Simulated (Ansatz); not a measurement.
Abridged output of a molecular run in Ansatz:

```
Functional definition: HF
1152 factors; integrals over basis functions are off by at most 1.4e-3 eV
mean field evaluation 1: about -60685.2372 eV, gradient 3.5e1 eV
mean field evaluation 2: about -60685.2879 eV, gradient 3.5e1 eV
mean field evaluation 4: about -60688.1655 eV, gradient 4.0e0 eV
mean field evaluation 8: about -60688.2098 eV, gradient 1.2e-4 eV
mean field -60688.20983150 eV, -2230.2505753615 hartree, gradient 5.1e-6 eV, S^2 0.000000; 0 other end points of the search recorded, 0 dependent functions left out
12 core orbitals not correlated: weight in the atoms' cores, before any rotation towards them, 1.000 or more for the frozen orbitals, at most 0.000 for the correlated occupied ones
reference -60688.20983150 eV, -2230.2505753615 hartree; 18, 18 occupied and 84, 84 virtual orbitals, 1152 factors
second order -19.33550649 eV of doubles, -0.00000000 eV of singles
cycle   1  -19.78366101 eV  change   -4.5e-1 eV  update   1.0e-1
cycle   2  -20.35807119 eV  change   -5.7e-1 eV  update   2.9e-2
cycle   3  -20.47018377 eV  change   -1.1e-1 eV  update   1.4e-2
cycle   4  -20.46443251 eV  change    5.8e-3 eV  update   3.0e-3
cycle   5  -20.46533049 eV  change   -9.0e-4 eV  update   1.3e-3
cycle   6  -20.46536053 eV  change   -3.0e-5 eV  update   3.7e-4
cycle   7  -20.46520515 eV  change    1.6e-4 eV  update   1.5e-4
cycle   8  -20.46520988 eV  change   -4.7e-6 eV  update   4.7e-5
cycle   9  -20.46520911 eV  change    7.7e-7 eV  update   1.7e-5
perturbative correction -0.53959731 eV, -0.0198298354 hartree
Total energy: -60709.21463792 eV, -2231.0224877599 hartree
```

Its atoms:

Z-matrix (Å, degrees):
```
C
O 1 1.404
H 1 1.093 2 108.3
H 1 1.099 2 112.2 3 -119.1
H 1 1.099 2 112.2 3 119.1
Ge 2 1.784 1 118.3 3 -179.9
C 6 1.936 2 105.0 1 179.6
H 6 1.546 2 108.1 1 -59.4
H 6 1.546 2 108.1 1 58.6
H 7 1.090 6 109.7 2 59.9
H 7 1.090 6 109.7 2 -59.8
H 7 1.091 6 110.6 2 -180.0
```

Question: Which basis set was used?
A. def2-SVP
B. def2-TZVPPD
C. def2-QZVPP
D. def2-SVPD

Answer: A. It gives 114 functions.

Question: Write the keys of the input that set method, charge and spin (a neutral closed shell needs none for the last two).

Answer: 
```yaml
correlation: {method: ccsd_t}
```
